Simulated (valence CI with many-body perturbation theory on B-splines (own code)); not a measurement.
E1 line list for Os IV

Calculated by valence CI with perturbative core correlation (CI+MBPT): five valence electrons over a frozen Dirac-Fock core [Xe] 4f14, radial functions for each j: 7 s, 7 p, 8 d, 6 f, 4 g, 1 h, with the one-electron correlation potential Σ1, the two-electron term Σ2, the three-electron term Σ3, Breit, model QED; selected CI, second order for the rest, scaled by the run's own slope (own B-spline code, finite nucleus).

No measured levels were compared; by estimate terms of the open shell hold to 2 to 4 % of their energy, and close levels can change places; different configurations can be misplaced against each other by 1,000 to 8,000 cm⁻¹. Among the levels kept, up to 2400 cm⁻¹ of a level comes from second order outside the variational space, and about a tenth of that is noise between levels of different J, which matters for small intervals.

Lines 201 to 250 of 548 in falling wavelength, among levels below 153583 cm⁻¹, chosen from the strongest by gf and those to the six lowest levels. Wavelengths and rates use the calculated energies, so an error of 2000 cm⁻¹ moves a line at 138.9 nm by 2.8 % and its rate by three times that or more. Electric multipoles are in the length gauge, E1 and E2 with the static RPA response of the core. Weak lines are less certain than strong ones. Lines between different terms over intervals too small for the method are left out, as are lines whose strength nearly cancels. Where a level lies close to another of its J and parity, the split of strength between their lines is uncertain. The highest levels of a list are the least certain.

Names give the largest LS component (configuration and term), which can be under half, so a name can repeat, a term be missing and a line seem to break the LS rules; names also repeat where a configuration has a term twice. Letters in brackets count levels of one name in rising energy.

| λ vac (nm) | Upper | Lower | A (s⁻¹) | S (a.u.) |
| --- | --- | --- | --- | --- |
| 138.9 | 5d⁴6p ⁴G°_9/2 [d] | 5d⁴6s ⁴D_7/2 [c] | 3.54e+08 | 4.69e+00 |
| 138.9 | 5d⁴6p ⁴G°_5/2 [d] | 5d⁴6s ⁴P_3/2 [a] | 1.63e+08 | 1.29e+00 |
| 138.9 | 5d⁴6p ⁴F°_7/2 [c] | 5d⁴6s ⁴P_5/2 [a] | 1.89e+08 | 2.00e+00 |
| 138.8 | 5d⁴6p ⁴G°_9/2 [a] | 5d⁴6s ⁴H_11/2 | 6.90e+07 | 9.12e-01 |
| 138.6 | 5d⁴6p ⁴G°_9/2 [c] | 5d⁴6s ⁴G_9/2 | 2.16e+08 | 2.84e+00 |
| 138.5 | 5d⁴6p ⁴H°_13/2 | 5d⁴6s ⁴H_13/2 | 2.90e+08 | 5.33e+00 |
| 138.4 | 5d⁴6p ⁴D°_5/2 [d] | 5d⁴6s ⁴F_3/2 [a] | 2.17e+08 | 1.71e+00 |
| 138.4 | 5d⁴6p ²K°_13/2 | 5d⁴6s ⁴H_11/2 | 3.39e+08 | 6.22e+00 |
| 138.3 | 5d⁴6p ²F°_5/2 [c] | 5d⁴6s ⁴D_3/2 [b] | 2.76e+08 | 2.16e+00 |
| 138.2 | 5d⁴6p ⁴D°_3/2 [d] | 5d⁴6s ⁴P_1/2 [a] | 1.80e+08 | 9.41e-01 |
| 137.9 | 5d⁴6p ²G°_7/2 [b] | 5d⁴6s ⁴D_7/2 [b] | 2.13e+08 | 2.21e+00 |
| 137.7 | 5d⁴6p ²I°_11/2 [b] | 5d⁴6s ⁴H_9/2 [b] | 7.52e+07 | 1.16e+00 |
| 137.7 | 5d⁴6p ²H°_11/2 [b] | 5d⁴6s ²H_9/2 | 6.20e+07 | 9.59e-01 |
| 137.6 | 5d⁴6p ⁴F°_9/2 [e] | 5d⁴6s ⁴H_9/2 [b] | 1.23e+08 | 1.58e+00 |
| 137.4 | 5d⁴6p ⁴F°_5/2 [c] | 5d⁴6s ⁴P_5/2 [a] | 2.29e+08 | 1.76e+00 |
| 137.1 | 5d⁴6p ⁴G°_5/2 [d] | 5d⁴6s ⁴D_5/2 [b] | 2.06e+08 | 1.57e+00 |
| 137.1 | 5d⁴6p ²G°_7/2 [c] | 5d⁴6s ⁴H_9/2 [b] | 1.13e+08 | 1.15e+00 |
| 137.1 | 5d⁴6p ⁴F°_3/2 [c] | 5d⁴6s ⁴D_5/2 [b] | 2.87e+08 | 1.46e+00 |
| 137.0 | 5d⁴6p ⁴H°_11/2 [c] | 5d⁴6s ⁴H_11/2 | 2.58e+08 | 3.94e+00 |
| 136.9 | 5d⁴6p ²I°_11/2 [a] | 5d⁴6s ⁴H_9/2 [a] | 5.47e+08 | 8.32e+00 |
| 136.8 | 5d⁴6p ⁴D°_7/2 [c] | 5d⁴6s ⁴P_5/2 [a] | 4.47e+08 | 4.53e+00 |
| 136.6 | 5d⁴6p ⁴I°_15/2 | 5d⁴6s ⁴H_13/2 | 1.17e+09 | 2.35e+01 |
| 136.6 | 5d⁴6p ⁴H°_11/2 [a] | 5d⁴6s ⁶D_9/2 | 4.59e+08 | 6.93e+00 |
| 136.5 | 5d⁴6p ⁴F°_9/2 [d] | 5d⁴6s ⁴H_9/2 [a] | 3.33e+08 | 4.18e+00 |
| 136.5 | 5d⁴6p ⁴F°_9/2 [f] | 5d⁴6s ⁴D_7/2 [c] | 2.32e+08 | 2.91e+00 |
| 136.4 | 5d⁴6p ⁴G°_7/2 [b] | 5d⁴6s ⁴D_5/2 [b] | 1.32e+08 | 1.32e+00 |
| 136.4 | 5d⁴6p ⁴P°_5/2 [b] | 5d⁴6s ⁴P_3/2 [a] | 3.40e+08 | 2.55e+00 |
| 136.4 | 5d⁴6p ⁶P°_3/2 | 5d⁴6s ⁶D_3/2 | 2.15e+08 | 1.08e+00 |
| 136.4 | 5d⁴6p ⁶P°_5/2 [b] | 5d⁴6s ⁶D_5/2 | 1.08e+08 | 8.11e-01 |
| 136.3 | 5d⁴6p ⁴G°_9/2 [d] | 5d⁴6s ⁴F_7/2 [a] | 1.27e+08 | 1.58e+00 |
| 136.2 | 5d⁴6p ⁴G°_7/2 [b] | 5d⁴6s ⁴D_7/2 [a] | 8.83e+07 | 8.80e-01 |
| 136.1 | 5d⁴6p ²G°_7/2 [c] | 5d⁴6s ⁴G_5/2 | 1.27e+08 | 1.26e+00 |
| 135.8 | 5d⁴6p ²G°_9/2 | 5d⁴6s ⁴H_9/2 [b] | 3.54e+08 | 4.38e+00 |
| 135.6 | 5d⁴6p ⁴D°_7/2 [d] | 5d⁴6s ⁴D_7/2 [c] | 2.15e+08 | 2.11e+00 |
| 135.5 | 5d⁴6p ²G°_7/2 [b] | 5d⁴6s ⁴D_7/2 [a] | 8.17e+07 | 8.02e-01 |
| 135.1 | 5d⁴6p ²F°_5/2 [a] | 5d⁴6s ⁴H_7/2 | 1.25e+08 | 9.12e-01 |
| 135.1 | 5d⁴6p ⁴G°_9/2 [d] | 5d⁴6s ⁴G_9/2 | 1.03e+08 | 1.25e+00 |
| 134.6 | 5d⁴6p ⁴H°_13/2 | 5d⁴6s ⁴H_11/2 | 6.67e+08 | 1.12e+01 |
| 134.5 | 5d⁴6p ²I°_11/2 [b] | 5d⁴6s ⁴H_13/2 | 1.12e+08 | 1.62e+00 |
| 134.5 | 5d⁴6p ⁴F°_3/2 [d] | 5d⁴6s ⁴F_3/2 [a] | 6.59e+08 | 3.17e+00 |
| 134.4 | 5d⁴6p ⁴F°_9/2 [f] | 5d⁴6s ⁴G_11/2 [a] | 7.33e+07 | 8.79e-01 |
| 134.2 | 5d⁴6p ⁴D°_1/2 [d] | 5d⁴6s ⁴F_3/2 [a] | 4.89e+08 | 1.17e+00 |
| 134.2 | 5d⁴6p ⁶F°_11/2 | 5d⁴6s ⁶D_9/2 | 7.25e+08 | 1.04e+01 |
| 133.9 | 5d⁴6p ²H°_9/2 | 5d⁴6s ⁴H_9/2 [b] | 7.03e+07 | 8.33e-01 |
| 133.8 | 5d⁴6p ⁴F°_9/2 [d] | 5d⁴6s ⁴H_7/2 | 1.54e+08 | 1.81e+00 |
| 133.4 | 5d⁴6p ²H°_11/2 [b] | 5d⁴6s ⁴G_9/2 | 2.38e+08 | 3.35e+00 |
| 133.1 | 5d⁴6p ⁴D°_7/2 [d] | 5d⁴6s ⁴F_7/2 [a] | 1.14e+08 | 1.06e+00 |
| 133.0 | 5d⁴6p ²I°_13/2 [b] | 5d⁴6s ⁴H_13/2 | 1.31e+08 | 2.13e+00 |
| 132.7 | 5d⁴6p ⁴F°_9/2 [f] | 5d⁴6s ⁴G_9/2 | 6.90e+07 | 7.96e-01 |
| 132.7 | 5d⁴6p ⁴G°_11/2 [b] | 5d⁴6s ⁴H_9/2 [b] | 3.44e+08 | 4.76e+00 |
